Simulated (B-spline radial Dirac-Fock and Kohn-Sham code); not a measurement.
# Auger parameter of iridium: the M5 level and its strongest M5-NN line

Method: relaxed Dirac-Fock hole states (ΔSCF) with Breit and QED corrections and a finite nucleus. Computed with a radial B-spline solver. The modified Auger parameter α′ is the binding energy plus the kinetic energy of the Auger electron; it does not depend on the energy zero. For free ions it tends to fall with charge, since less charge screens the final holes.

| species | configuration | binding 3d5/2 (eV) | Auger line | kinetic (eV) | α′ (eV) |
| --- | --- | --- | --- | --- | --- |
| Ir | [Xe] 4f14 5d7 6s2 | 2052.3 | N6N7 J=6 | 1882.0 | 3934.3 |
| Ir⁺ | [Xe] 4f14 5d7 6s1 | 2061.2 | N6N7 J=6 | 1871.7 | 3932.9 |
| Ir⁺ | [Xe] 4f14 5d6 6s2 | 2065.3 | N6N7 J=6 | 1867.3 | 3932.6 |
| Ir²⁺ | [Xe] 4f14 5d7 | 2071.2 | N6N7 J=6 | 1860.7 | 3931.8 |
| Ir²⁺ (Watson 2 Å) | [Xe] 4f14 5d7 | 2056.8 | N6N7 J=6 | 1875.0 | 3931.9 |
| Ir³⁺ | [Xe] 4f14 5d6 | 2086.5 | N6N7 J=6 | 1844.2 | 3930.6 |
| Ir³⁺ | [Xe] 4f14 5d4 6s2 | 2095.9 | N6N7 J=6 | 1834.6 | 3930.5 |
| Ir³⁺ (Watson 1.6 Å) | [Xe] 4f14 5d6 | 2059.7 | N6N7 J=6 | 1871.1 | 3930.8 |
| Ir⁴⁺ | [Xe] 4f14 5d5 | 2103.0 | N6N7 J=6 | 1826.7 | 3929.7 |
| Ir⁴⁺ | [Xe] 4f14 5d3 6s2 | 2113.1 | N6N7 J=6 | 1816.8 | 3929.9 |
| Ir⁴⁺ (Watson 2 Å) | [Xe] 4f14 5d5 | 2074.3 | N6N7 J=6 | 1855.5 | 3929.8 |
| Ir⁵⁺ | [Xe] 4f14 5d4 | 2120.8 | N6N7 J=6 | 1808.3 | 3929.1 |
| Ir⁵⁺ (Watson 1.6 Å) | [Xe] 4f14 5d4 | 2075.9 | N6N7 J=6 | 1853.3 | 3929.2 |
| Ir⁵⁺ (Watson 1.8 Å) | [Xe] 4f14 5d4 | 2080.8 | N6N7 J=6 | 1848.3 | 3929.2 |
| Ir⁶⁺ | [Xe] 4f14 5d3 | 2139.6 | N6N7 J=6 | 1789.2 | 3928.8 |
| Ir⁷⁺ | [Xe] 4f14 5d2 | 2159.5 | N6N7 J=6 | 1769.2 | 3928.7 |
| Ir⁷⁺ (Watson 2.7 Å) | [Xe] 4f14 5d2 | 2122.1 | N6N7 J=6 | 1806.6 | 3928.7 |
